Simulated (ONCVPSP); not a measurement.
**Configuration tests for Ge (Z = 32) (ONCV)**

Ge, optimised norm-conserving Vanderbilt (ONCV), made with ONCVPSP 4.0.1 (Wu-Cohen, scalar-relativistic). Core [Ne] 3s2, reference 3p6 3d10 4s1 4p3. Waves: 4s: rc 1.70 bohr, ncon 4, nbas 8, qcut 4.2 1/bohr, 2 projectors, debl 0.6 Ha; 3p+4p: rc 1.25 bohr, ncon 3, nbas 6, qcut 10.7 1/bohr, 2 projectors; 3d: rc 1.25 bohr, ncon 4, nbas 8, qcut 13.7 1/bohr, 2 projectors, debl 2.5 Ha. Local part: polynomial inside 1.10 bohr (lpopt 1, dvloc0 0 Ha). Core correction: Teter function, fcfact 5, rcfact 1.2.

Energies are relative to the spin-unpolarised reference configuration 3p6 3d10 4s1 4p3; without spin polarisation the order of configurations can differ from experiment.

**Question.** Give the all-electron excitation energy and the error of the potential for: 3p6 3d10 4s2 4p2; 3p6 3d10 4s2 4p1; 3p6 3d10 4s2 4p0; 3p6 3d10 4s0 4p0.

**Answer.**

```
valence configuration  charge  ΔE all-electron (eV)  error AE − PS (meV)
     3p6 3d10 4s2 4p2       0                -8.008                 -4.9
     3p6 3d10 4s2 4p1      +1                -0.545                 -7.8
     3p6 3d10 4s2 4p0      +2                14.936                  -14
     3p6 3d10 4s0 4p0      +4                95.952                 -5.3
```

Note: no bound ghost flagged; GHOST(+) flagged for s at 54.2 eV.
